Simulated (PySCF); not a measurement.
Bi(Et)(TeH)2, SMILES [TeH][Bi]([TeH])[CH2]C at its PBE0/def2-SVP optimised geometry (Å):

```
12

Bi     0.3986     1.1329     0.0000
C      0.4293    -1.1383    -0.3447
C      1.8318    -1.7097    -0.2796
H     -0.0354    -1.2761    -1.3342
H     -0.2370    -1.5842     0.4085
H      2.2934    -1.5438     0.7068
H      2.4973    -1.2672    -1.0385
H      1.8201    -2.7984    -0.4582
Te     1.0230     0.9672     2.8093
H      0.0550    -0.3724     3.0167
Te    -2.4670     1.1329     0.0000
H     -2.4973     2.7984     0.0000
```

Calculation: PBE0/def2-TZVP, def2 effective core potentials past Kr run with PySCF. The core electrons that the potentials of Bi, Te replace are not part of the density.

Map of the log10 of the electron density (e/bohr³), floored at −4 on the plane z = 1.5 Å:

```
|0000000000000000000000000000000|
|0000000000000000000000000000000|
|0000000000000000000000000000000|
|0000000010000000000000000000000|
|0000011222110001111000000000000|
|0000123333221222222210000000000|
|0001234444333334444332100000000|
|0012345555444445555543210000000|
|0123456666555566777654321000000|
|0134566777665677888776532100000|
|0234567787766678999877543200000|
|1235678888776788999987654210000|
|1235678888776789999988654210000|
|0235677887766778999988654310000|
|0134567777666678899887654210000|
|0123456666555567788877654210000|
|0012345555444556677766543210000|
|0001233333334455666665554210000|
|0000112222223455555566654310000|
|0000000011123455544567765420000|
|0000000000123455544567765420000|
|0000000000023445433456665310000|
|0000000000012333333445554210000|
|0000000000001222212234432100000|
|0000000000000011001122221000000|
|0000000000000000000011100000000|
|0000000000000000000000000000000|
|0000000000000000000000000000000|
|0000000000000000000000000000000|
|0000000000000000000000000000000|
|0000000000000000000000000000000|
```
Scale: ten equal steps from -4.00 (start of '0') to -1.23 (end of '9'), in the order '0123456789'; x runs from -5.00 to 5.00, y from -5.00 (bottom) to 5.00 (top).
